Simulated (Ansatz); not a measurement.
Ideal-gas functions of B2Cl2F2H2, SMILES `Cl[B@H-]1[F+][B@H-](Cl)[F+]1` at 298.15 K and 1 bar, from an Ansatz frequency run at PBE0-D4/def2-TZVP.

Molar mass 132.54 g/mol, point group C2h (symmetry number 2), electronic degeneracy 1, moments of inertia 58.843, 482.131, 508.721 u Å². Harmonic wavenumbers (cm⁻¹, unscaled): 56, 169, 244, 295, 346, 430, 608, 698, 698, 756, 823, 870, 979, 1043, 1095, 1121, 2722, 2723.

Use S(trans) = R[1.5 ln M + 2.5 ln T − 1.1517]; rotational temperatures θ = 24.2544 K / I; S(rot) = R[ln(√π/σ · √(T³/θAθBθC)) + 1.5]; for each mode x = 1.438777 ν̃/T, S = R[x/(eˣ − 1) − ln(1 − e⁻ˣ)] and H = RT x/(eˣ − 1); 1 cm⁻¹ = 0.0119627 kJ/mol; R = 8.31446 J/(mol·K).

Q: By hand: the entropy, in J/(mol·K).

A: Translation 169.8. Rotation: θ = 0.4122, 0.0503, 0.0477 K, giving 111.3. Vibration, mode by mode: 19.22, 10.24, 7.42, 6.05, 4.96, 3.59, 1.82, 1.29, 1.29, 1.03, 0.79, 0.66, 0.43, 0.33, 0.27, 0.24, 0.00, 0.00, in all 59.6. Electronic 0.0. Sum 340.7 J/(mol·K).

Q: By hand: H − E and G − E in kJ/mol, counted from the electronic energy.

A: Zero-point energy ½ × 15676 × 0.0119627 = 93.8; thermal vibration 9.8; translation, rotation and pV give 4 RT = 9.9. H − E = 113.5 kJ/mol, and G − E = 113.5 − 298.15 × 340.7/1000 = 11.9 kJ/mol.

Vibration gives 17 % of the entropy, 19.2 J/(mol·K) of it from the mode under 150 cm⁻¹: soft modes count most, and the harmonic formula is weakest for them.
